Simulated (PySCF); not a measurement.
C7H11 (doublet state).
Z-matrix (Å and degrees, GFN2-xTB geometry), rows numbered from 1:
```
C 
C   1  1.5337
C   2  1.4857  1  112.65
C   3  1.3815  2  127.15  1   116.38
C   4  1.3733  3  111.58  2   179.14
C   5  1.4934  4  110.38  3     0.11
C   3  1.5006  2  123.35  1   -64.30
H   1  1.0876  2  110.16  3  -176.38
H   1  1.0871  2  110.67  3    63.73
H   1  1.0875  2  110.33  3   -56.48
H   2  1.0963  1  108.23  3  -121.47
H   2  1.0921  1  109.08  3   121.28
H   4  1.0771  3  123.93  2    -0.61
H   5  1.0736  4  126.65  3  -179.62
H   6  1.0944  5  111.23  4  -120.59
H   6  1.0945  5  111.18  4   120.68
H   7  1.0935  3  111.23  2    60.49
H   7  1.0943  3  111.01  2   -58.30
```

The hyperfine couplings belong to this conformer and change with its torsions.

The species is `CCC1=C[CH]CC1` [radical].

Level of theory: UKS B3LYP, pcH-1 on C H, non-relativistic, mean-field spin-orbit, GIAO in PySCF. Geometry: GFN2-xTB, one conformer, isolated molecule. The geometry wasn't refined by DFT: couplings that depend on bond lengths, twists or pyramidal angles can differ widely from those at the functional's own minimum. The SCF solution wasn't tested for stability. ⟨S²⟩ is 0.773 where a pure state has 0.75.

Match the computed a_iso(1H) values +68.3, +64.8, -41.9, +28.4, +10.2, -0.2 MHz (means over equivalent nuclei) with the sites H8/H9/H10; H11/H12; H13; H14; H15/H16; H17/H18.

```csv
site,a_iso (MHz),ρ(0) (bohr⁻³),position,distance from C5 (Å),bound to,spin population there,largest |T| (MHz)
H8/H9/H10,-0.2,0.0000,3 bonds from C3,4.99,C1,+0.02,3.9
H11/H12,+28.4,+0.0064,2 bonds from C3,4.16,C2,-0.05,6.0
H13,+10.2,+0.0023,"2 bonds from C5, on C4 of spin population -0.24",2.17,C4,-0.24,5.2
H14,-41.9,-0.0094,1 bond from C5,1.07,C5,+0.64,25.0
H15/H16,+68.3,+0.0153,2 bonds from C5,2.15,C6,-0.05,5.6
H17/H18,+64.8,+0.0145,2 bonds from C3,3.15,C7,-0.05,5.3
```

ρ(0) is the spin density at the nucleus and T the dipolar tensor; entries for several nuclei are means. Largest spin populations (Mulliken): C5 (+0.64), C3 (+0.61) and C4 (-0.24). The positive populations add up to 1.42 and the negative ones to -0.42, together 2S = 1. The angles at C5 add up to 360.0°, so it is planar; its axial dipolar tensor and the negative coupling of its proton fit spin in a p orbital normal to that plane. Main spin sites, with 60 % or more of the largest population: C3, C5; positions count bonds from the nearest.

Examples of negative spin density at the nucleus (bohr⁻³): C4 (-0.0406), C2 (-0.0187) and C6 (-0.0172).

Means are taken over nuclei equivalent by connectivity, which assumes that they swap fast. The three 1H nuclei of mean -0.2 MHz run from -2.3 to 4.1 MHz in the frozen geometry. The 1H value of +28.4 MHz is a mean of couplings from 2.6 to 54.3 MHz in this one geometry, not an average over conformers.
